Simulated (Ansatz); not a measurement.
System: sum formula BHCl, net charge 0, doublet state. It need not be the lowest isomer of its formula. 
Coordinates optimised at B3LYP-D3(BJ)/def2-TZVP (Ansatz, a quantum-chemistry and plane-wave program):
```xyz
3

B     -1.1616     0.4363     0.0257
Cl     0.4653    -0.1115    -0.0041
H     -2.1022    -0.2864    -0.0582
```
Charge 0, spin multiplicity 2.

Basis-set convergence of Hartree-Fock and CCSD correlation energies (hartree) with Ansatz. Correlated levels leave the core frozen unless marked. UHF or UKS for open shells. No spin-orbit coupling. No relativistic terms.

| basis | functions | E(HF) | E(corr, CCSD) |
|---|---|---|---|
| def2-SVP | 37 | -484.56490 | -0.22076 |
| def2-TZVPP | 87 | -484.75079 | -0.29183 |
| def2-QZVPP | 157 | -484.76468 | -0.31392 |

Extrapolating the two largest sets (X = 3 and 4) as X^-3: E(corr) = (64·(-0.31392) - 27·(-0.29183))/37 = -0.3300 Eh, an estimate of the basis-set limit. The largest set recovers 95.1 % of it, the smallest 66.9 %.
